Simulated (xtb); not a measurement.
In(Br)(OH)2 (BrH2InO2), SMILES [OH][In]([OH])[Br]. All values are semi-empirical tight-binding results from xtb (GFN2-xTB unless named), good for trends rather than for accurate numbers. Coordinates come from a GFN2-xTB optimisation. The structure was generated by enumeration; whether it is a known compound was not checked. Other conformers were not sampled.

Optimised geometry:

```xyz
6

In    -0.0118     0.6533     0.0000
Br    -0.0294    -1.8005     0.0000
O     -1.5984     1.7572     0.0000
H     -1.3320     2.6783     0.0000
O      1.6592     1.6444     0.0000
H      2.4548     1.1146     0.0000
```

For metal compounds this method's bond lengths and energies can be far off.

```json
{
 "point_group_as_xtb_finds_it": "Cs",
 "orbital_gap": "2.98 eV",
 "zero_point_energy": "15.2 kcal/mol",
 "G − E(el) at 298.15 K (modified RRHO)": "-5.9 kcal/mol"
}
```

Question: Give the atomic charges and the Wiberg bond orders between heavy atoms. (Estimate from the structure and the level; the computed values follow.)

Answer: charges (e) In1 0.37, Br2 -0.08, O3 -0.46, H4 0.34, O5 -0.49, H6 0.32. Bond orders In1–Br2 1.01, In1–O3 1.03, In1–O5 0.98.
